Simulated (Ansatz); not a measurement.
Consider the cleavage of the Si–Si bond: `O[SiH](O)[SiH3]` + `B[SiH2]N` → `B[SiH2]N[SiH3]` + `O[SiH2]O`.

Program: Ansatz. Geometries: PBE0-D4/def2-TZVP. ΔE: electronic, gas phase. CCSD(T)/CBS adds triple-zeta CCSD(T) − MP2 to the extrapolated MP2 energy (def2 sets, frozen cores). This one scheme is used for every species. DFT in def2-TZVPP. B3LYP here is the variant with VWN-RPA as its local correlation; programs differ in this. HSE06 is defined as in plane-wave codes. Each species was taken in one conformer, which may not be the lowest.

```json
{"level": "LDA (SPW92)", "ΔE (kcal/mol)": "-10.8", "difference from CCSD(T)/CBS": "4.9"}
{"level": "PBE-D4", "ΔE (kcal/mol)": "-10.1", "difference from CCSD(T)/CBS": "5.6"}
{"level": "revPBE-D4", "ΔE (kcal/mol)": "-10.7", "difference from CCSD(T)/CBS": "5.0"}
{"level": "BLYP-D4", "ΔE (kcal/mol)": "-13.5", "difference from CCSD(T)/CBS": "2.2"}
{"level": "r2SCAN-D4", "ΔE (kcal/mol)": "-13.6", "difference from CCSD(T)/CBS": "2.1"}
{"level": "B97M-V", "ΔE (kcal/mol)": "-13.5", "difference from CCSD(T)/CBS": "2.2"}
{"level": "PBE0-D4", "ΔE (kcal/mol)": "-12.0", "difference from CCSD(T)/CBS": "3.7"}
{"level": "B3LYP-D4", "ΔE (kcal/mol)": "-14.6", "difference from CCSD(T)/CBS": "1.1"}
{"level": "r2SCANh-D4", "ΔE (kcal/mol)": "-14.0", "difference from CCSD(T)/CBS": "1.7"}
{"level": "r2SCAN0-D4", "ΔE (kcal/mol)": "-14.6", "difference from CCSD(T)/CBS": "1.1"}
{"level": "BHLYP-D4", "ΔE (kcal/mol)": "-16.7", "difference from CCSD(T)/CBS": "-1.0"}
{"level": "CAM-B3LYP-D4", "ΔE (kcal/mol)": "-15.7", "difference from CCSD(T)/CBS": "0.0"}
{"level": "ωB97X-V", "ΔE (kcal/mol)": "-14.5", "difference from CCSD(T)/CBS": "1.2"}
{"level": "ωB97M-V", "ΔE (kcal/mol)": "-15.9", "difference from CCSD(T)/CBS": "-0.2"}
{"level": "PBE-QIDH", "ΔE (kcal/mol)": "-15.0", "difference from CCSD(T)/CBS": "0.7"}
{"level": "PBE", "ΔE (kcal/mol)": "-10.0", "difference from CCSD(T)/CBS": "5.7"}
{"level": "revPBE", "ΔE (kcal/mol)": "-9.7", "difference from CCSD(T)/CBS": "6.0"}
{"level": "r2SCAN", "ΔE (kcal/mol)": "-13.6", "difference from CCSD(T)/CBS": "2.1"}
{"level": "PBE0", "ΔE (kcal/mol)": "-11.8", "difference from CCSD(T)/CBS": "3.9"}
{"level": "B3LYP", "ΔE (kcal/mol)": "-14.4", "difference from CCSD(T)/CBS": "1.3"}
{"level": "r2SCANh", "ΔE (kcal/mol)": "-13.9", "difference from CCSD(T)/CBS": "1.8"}
{"level": "r2SCAN0", "ΔE (kcal/mol)": "-14.5", "difference from CCSD(T)/CBS": "1.2"}
{"level": "HSE06", "ΔE (kcal/mol)": "-11.9", "difference from CCSD(T)/CBS": "3.8"}
{"level": "BHLYP", "ΔE (kcal/mol)": "-16.7", "difference from CCSD(T)/CBS": "-1.0"}
{"level": "CAM-B3LYP", "ΔE (kcal/mol)": "-15.6", "difference from CCSD(T)/CBS": "0.1"}
{"level": "LC-ωPBE", "ΔE (kcal/mol)": "-13.4", "difference from CCSD(T)/CBS": "2.3"}
{"level": "RPA@PBE/def2-TZVPP", "ΔE (kcal/mol)": "-16.3", "difference from CCSD(T)/CBS": "-0.6"}
{"level": "HF/def2-SVP", "ΔE (kcal/mol)": "-18.7", "difference from CCSD(T)/CBS": "-3.0"}
{"level": "MP2/def2-SVP", "ΔE (kcal/mol)": "-17.7", "difference from CCSD(T)/CBS": "-2.0"}
{"level": "CCSD/def2-SVP", "ΔE (kcal/mol)": "-16.4", "difference from CCSD(T)/CBS": "-0.7"}
{"level": "CCSD(T)/def2-SVP", "ΔE (kcal/mol)": "-16.1", "difference from CCSD(T)/CBS": "-0.4"}
{"level": "HF/def2-TZVPP", "ΔE (kcal/mol)": "-19.2", "difference from CCSD(T)/CBS": "-3.5"}
{"level": "MP2/def2-TZVPP", "ΔE (kcal/mol)": "-17.8", "difference from CCSD(T)/CBS": "-2.1"}
{"level": "SCS-MP2/def2-TZVPP", "ΔE (kcal/mol)": "-18.3", "difference from CCSD(T)/CBS": "-2.6"}
{"level": "CCSD/def2-TZVPP", "ΔE (kcal/mol)": "-16.3", "difference from CCSD(T)/CBS": "-0.6"}
{"level": "CCSD(T)/def2-TZVPP", "ΔE (kcal/mol)": "-15.8", "difference from CCSD(T)/CBS": "-0.1"}
{"level": "HF/def2-QZVPP", "ΔE (kcal/mol)": "-19.6", "difference from CCSD(T)/CBS": "-3.9"}
{"level": "MP2/def2-QZVPP", "ΔE (kcal/mol)": "-17.9", "difference from CCSD(T)/CBS": "-2.2"}
{"level": "SCS-MP2/def2-QZVPP", "ΔE (kcal/mol)": "-18.3", "difference from CCSD(T)/CBS": "-2.6"}
{"level": "HF/CBS(def2)", "ΔE (kcal/mol)": "-19.6", "difference from CCSD(T)/CBS": "-3.9"}
{"level": "CCSD(T)/CBS", "ΔE (kcal/mol)": "-15.7", "difference from CCSD(T)/CBS": "0"}
```

Largest T1 diagnostic among the species: 0.013.

In def2-TZVPP, CCSD(T) changes the Hartree–Fock value by +3.4 kcal/mol (the triples alone add +0.4 kcal/mol) and MP2 by +1.4 kcal/mol. From BLYP to BHLYP (50 % exact exchange), in def2-TZVPP and without D4, ΔE moves by −3.7 kcal/mol.
